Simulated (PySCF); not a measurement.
SMILES [Cl][Ge]([Cl])([Cl])[c]1cc[c]([Ge]([Cl])([Cl])[Cl])cc1, singlet (GFN2-xTB optimised geometry):

```
18

Ge     3.366    -0.069     0.056
Cl     4.106     0.246     2.031
Cl     4.103     1.516    -1.169
Cl     4.175    -1.897    -0.683
C      1.359    -0.099     0.040
C      0.677    -0.991    -0.772
C     -0.707    -0.991    -0.791
C     -1.411    -0.097     0.000
C     -0.729     0.796     0.813
C      0.655     0.795     0.833
Ge    -3.419    -0.097     0.000
Cl    -4.171    -1.071     1.743
Cl    -4.196    -1.111    -1.705
Cl    -4.175     1.897     0.000
H      1.227    -1.687    -1.389
H     -1.240    -1.686    -1.425
H     -1.280     1.492     1.430
H      1.188     1.490     1.466
```

Level of theory: PBE0/def2-SVP (PySCF 2.14.0).

Task: What are the frontier orbital energies and the dipole moment?

Result: HOMO-2 -9.03 eV, HOMO-1 -8.49 eV, HOMO -8.37 eV, LUMO -1.86 eV, LUMO+1 -1.26 eV; dipole moment 0.08 D.

On the same geometry PBE/def2-SVP (PySCF 2.14.0) gives HOMO-2 -7.65 eV, HOMO-1 -7.35 eV, HOMO -7.29 eV, LUMO -2.60 eV, LUMO+1 -2.20 eV; dipole moment 0.07 D.

Meta-Löwdin charges at PBE0/def2-SVP: Ge1 0.82, Cl2 -0.24, Cl3 -0.24, Cl4 -0.24, C5 -0.16, C6 -0.09, C7 -0.09, C8 -0.16, C9 -0.09, C10 -0.09, Ge11 0.82, Cl12 -0.24, Cl13 -0.24, Cl14 -0.24, H15 0.12, H16 0.12, H17 0.12, H18 0.12.
